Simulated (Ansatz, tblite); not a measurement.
Removing and adding an electron: `CCC(CC(C)OC(C)=O)OC(C)=O`. Charge 0, multiplicity 1. Geometry: PBE-D4/def2-SVP. Ansatz, gas phase; energy differences of separate SCF runs; the oxidised species was run as a doublet alone; the reduced species was run as a doublet alone.

```xyz
32

C     0.563   -2.920   -1.871
C     0.204   -1.459   -1.602
C    -0.040   -1.152   -0.126
C    -0.412    0.303    0.172
C     0.674    1.326   -0.164
C     1.982    1.137    0.596
O     0.098    2.617    0.179
C     0.547    3.694   -0.519
C    -0.133    4.955   -0.039
O     1.381    3.631   -1.403
O    -1.143   -1.999    0.298
C    -1.155   -2.385    1.603
C    -2.352   -3.264    1.880
O    -0.311   -2.059    2.415
H     0.733   -3.103   -2.950
H     1.486   -3.214   -1.330
H    -0.251   -3.593   -1.535
H     1.019   -0.796   -1.960
H    -0.704   -1.171   -2.176
H     0.843   -1.440    0.483
H    -1.334    0.562   -0.389
H    -0.646    0.389    1.254
H     0.886    1.344   -1.254
H     2.690    1.949    0.343
H     1.805    1.131    1.691
H     2.463    0.177    0.321
H     0.080    5.113    1.037
H    -1.233    4.856   -0.138
H     0.226    5.818   -0.626
H    -2.329   -4.158    1.225
H    -3.287   -2.717    1.646
H    -2.350   -3.572    2.940
```

The xTB rows come from tblite. HOMO above LUMO, or a gap near zero within one spin, warns that the state may not be the lowest or that an electron is smeared out.

```csv
level,−HOMO (eV),vertical IE (eV),−LUMO (eV),vertical EA (eV),HOMO–LUMO gap (eV),IE − EA (eV),remarks
GFN1-xTB,12.69,14.86,7.24,4.60,5.45,10.26,–
PBE-D4/def2-SVP,6.07,8.60,0.81,-1.38,5.26,9.99,"HOMO above zero (-1 doublet), gap within one spin near zero (+1 doublet), gap within one spin near zero (-1 doublet)"
```

Task: Estimate the rows for GFN2-xTB, PBE0-D4/def2-SVP.

Result: 
```
           level  −HOMO (eV)  vertical IE (eV)  −LUMO (eV)  vertical EA (eV)  HOMO–LUMO gap (eV)  IE − EA (eV)                       remarks
        GFN2-xTB       11.39             13.57        6.49              3.90                4.91          9.67                             –
PBE0-D4/def2-SVP        7.81              9.45       -0.28             -1.76                8.09         11.22  HOMO above zero (-1 doublet)
```

Relaxing the oxidised species (PBE-D4/def2-SVP) changes its energy by -0.17 eV at PBE-D4/def2-SVP, so the adiabatic ionisation energy to this nearest minimum is 8.44 eV. At PBE0-D4/def2-SVP it is 9.23 eV.     A HOMO above zero means that the electron is unbound at that level or that self-interaction error raises the level; the energy of removing that electron tells which. Raw xTB energy differences between charge states are shifted by several eV; the methods need an empirical correction for them. Sets without diffuse functions give affinities that are too small. A negative affinity means that the extra electron isn't bound; its size then hangs on the basis.
